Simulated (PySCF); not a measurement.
SCF from a fresh guess for singlet TcI₃, at the PBE0 minimum. PySCF input:

```python
from pyscf import gto, scf, dft
mol = gto.M(atom='''
Tc    -0.009439     0.000000    -0.416357
I      2.453402     0.000014     0.102902
I     -1.224546     2.176531     0.103371
I     -1.224522    -2.176545     0.103369''',
    basis={'Tc': 'def2-SVP', 'I': 'def2-SVP'},
    ecp={'Tc': 'def2-SVP', 'I': 'def2-SVP'},
    charge=0, spin=0)
mf = dft.RKS(mol, xc='PBE0')
mf.grids.atom_grid = (50, 194)
aux = {'Tc': 'def2-universal-JKFIT', 'I': 'def2-universal-JKFIT'}
mf = mf.density_fit(auxbasis=aux)
mf.conv_tol = 1e-08
mf.diis_space = 10
mf.max_cycle = 60
mf.init_guess = 'huckel'
mf.verbose = 4
mf.kernel()
```

Excerpt of the output (cycles and frontier levels):

```
init E= -972.994220179312
  HOMO = -0.330426771521844  LUMO = -0.317738662598035  gap/eV = 0.34526
cycle= 1 E= -963.952204632905  delta_E= 9.04  |g|= 5.02  |ddm|= 7.68
  HOMO = 0.304567544177711  LUMO = 0.307853457474023  gap/eV = 0.08941
cycle= 2 E= -918.968431824743  delta_E=   45  |g|=  7.3  |ddm|= 28.4
  HOMO = -0.411976885138942  LUMO = -0.402289979515739  gap/eV = 0.26359
cycle= 3 E= -969.363075172977  delta_E= -50.4  |g|= 3.66  |ddm|= 27.5
  HOMO = -0.298063754841719  LUMO = -0.290537516004032  gap/eV = 0.20480
cycle= 4 E= -970.966370822431  delta_E= -1.6  |g|= 3.06  |ddm|= 1.67
  HOMO = -0.330044614945789  LUMO = -0.310172086460957  gap/eV = 0.54076
cycle= 5 E= -972.241442803369  delta_E= -1.28  |g|= 2.44  |ddm|=  2.6
  HOMO = -0.25128903060349  LUMO = -0.187982085062739  gap/eV = 1.72267
cycle= 6 E= -970.852010689176  delta_E= 1.39  |g|= 2.95  |ddm|= 4.08
  HOMO = -0.174461821033041  LUMO = -0.160645048588091  gap/eV = 0.37597
... 20 lines left out ...
cycle= 17 E= -973.962551325609  delta_E= -6.93e-07  |g|= 0.000209  |ddm|= 0.00531
  HOMO = -0.226994085621704  LUMO = -0.163022600338486  gap/eV = 1.74075
cycle= 18 E= -973.962551598268  delta_E= -2.73e-07  |g|= 0.00022  |ddm|= 0.00347
  HOMO = -0.226987825845828  LUMO = -0.1629865820757  gap/eV = 1.74156
cycle= 19 E= -973.962551751036  delta_E= -1.53e-07  |g|= 5.02e-05  |ddm|= 0.00388
  HOMO = -0.226994576310421  LUMO = -0.162980209817507  gap/eV = 1.74192
cycle= 20 E= -973.962551759422  delta_E= -8.39e-09  |g|= 2.08e-05  |ddm|= 0.00109
  HOMO = -0.226991020759842  LUMO = -0.162975877131483  gap/eV = 1.74194
Extra cycle  E= -973.962551758689  delta_E= 7.34e-10  |g|= 6.83e-05  |ddm|= 0.000127
converged SCF energy = -973.962551758689
```

This is not the lowest solution: a stability analysis within the same restricted form found one 10.9 kJ/mol lower, at -973.96669 Eh.

Stability towards spin polarisation was not tested.

The search for the lowest solution, with the stability check, took 30 s on 2 threads of a shared Arm Neoverse N1 host, with 109 basis functions; the process peaked at 0.39 GiB. Launch command: `OMP_NUM_THREADS=2 python axn.py task.json out`.
